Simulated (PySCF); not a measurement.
Species: cyclopentylacetylene, C7H10.
Bonds: C1–C2 (triple), C2–C3, C3–C4, C4–C5, C5–C6, C6–C7, C3–C7. Hydrogens: H8 on C1; H9 on C3; H10, H11 on C4; H12, H13 on C5; H14, H15 on C6; H16, H17 on C7.

The same species was optimised twice, with GFN2-xTB and with PBE0-D3(BJ)/def2-SVP (PySCF), and the same property calculations (PySCF, gas phase) were run on both structures.

```
  coordinate  GFN2-xTB  PBE0-D3(BJ)/def2-SVP  change
   C1≡C2 (Å)     1.197                 1.212  +0.015
   C3–C4 (Å)     1.550                 1.561  +0.011
   C2–C3 (Å)     1.448                 1.457  +0.009
   C3–C7 (Å)     1.544                 1.551  +0.007
   C6–C7 (Å)     1.525                 1.525   0.000
   C4–C5 (Å)     1.530                 1.531  +0.001
   C5–C6 (Å)     1.525                 1.525   0.000
C2–C3–C4 (°)     112.3                 113.9    +1.6
C2–C3–C7 (°)     111.5                 113.1    +1.6
C1–C2–C3 (°)     178.9                 179.7    +0.8
C4–C3–C7 (°)     105.7                 105.2    -0.5
C3–C4–C5 (°)     105.7                 105.5    -0.2
C5–C6–C7 (°)     102.8                 102.6    -0.2
C3–C7–C6 (°)     104.5                 104.4    -0.1
C4–C5–C6 (°)     103.7                 103.7     0.0
```

Rotational constants: A = 5678, B = 1897, C = 1627 MHz (GFN2-xTB) against A = 5737, B = 1845, C = 1581 MHz (PBE0-D3(BJ)/def2-SVP). Point groups within 0.08 Å: C1 and C1.

On the GFN2-xTB structure: isotropic polarisability (au) 78.4 [B3LYP/def2-SVPD]; HOMO (eV) -7.31 [B3LYP/def2-SVPD]; LUMO (eV) 0.32 [B3LYP/def2-SVPD]; dipole (D) 1.00 [B3LYP/def2-SVPD]; HOMO (eV) -7.53 [PBE0/pcSseg-1]; LUMO (eV) 1.00 [PBE0/pcSseg-1]; dipole (D) 0.97 [PBE0/pcSseg-1]; GIAO shielding of C1 (ppm) 113.2 [PBE0/pcSseg-1]; GIAO shielding of C2 (ppm) 91.3 [PBE0/pcSseg-1]; GIAO shielding of C3 (ppm) 157.9 [PBE0/pcSseg-1]; GIAO shielding of C4/C7 (mean) (ppm) 148.3 [PBE0/pcSseg-1]; GIAO shielding of C5/C6 (mean) (ppm) 155.5 [PBE0/pcSseg-1].

**Question.** What do these properties become on the PBE0-D3(BJ)/def2-SVP structure?

**Answer.** 
| property | level | on GFN2-xTB | on PBE0-D3(BJ)/def2-SVP | change |
| --- | --- | --- | --- | --- |
| isotropic polarisability (au) | B3LYP/def2-SVPD | 78.4 | 80.2 | +1.8 |
| HOMO (eV) | B3LYP/def2-SVPD | -7.31 | -7.28 | +0.03 |
| LUMO (eV) | B3LYP/def2-SVPD | 0.32 | 0.29 | -0.03 |
| dipole (D) | B3LYP/def2-SVPD | 1.00 | 0.99 | -0.01 |
| energy, GFN2-xTB geometry as zero (kcal/mol) | B3LYP/def2-SVPD | 0.0 | -1.5 | -1.5 |
| HOMO (eV) | PBE0/pcSseg-1 | -7.53 | -7.50 | +0.03 |
| LUMO (eV) | PBE0/pcSseg-1 | 1.00 | 0.95 | -0.05 |
| dipole (D) | PBE0/pcSseg-1 | 0.97 | 0.96 | -0.01 |
| energy, GFN2-xTB geometry as zero (kcal/mol) | PBE0/pcSseg-1 | 0.0 | -0.5 | -0.5 |
| GIAO shielding of C1 (ppm) | PBE0/pcSseg-1 | 113.2 | 110.9 | -2.3 |
| GIAO shielding of C2 (ppm) | PBE0/pcSseg-1 | 91.3 | 91.4 | +0.1 |
| GIAO shielding of C3 (ppm) | PBE0/pcSseg-1 | 157.9 | 155.6 | -2.3 |
| GIAO shielding of C4/C7 (mean) (ppm) | PBE0/pcSseg-1 | 148.3 | 147.3 | -1.0 |
| GIAO shielding of C5/C6 (mean) (ppm) | PBE0/pcSseg-1 | 155.5 | 154.2 | -1.3 |

The heavy atoms differ by 0.038 Å rms after alignment. Among bonds between heavy atoms C1≡C2 changes most (+0.015 Å). Changes are differences of the printed values. Neither structure is proved a minimum here.
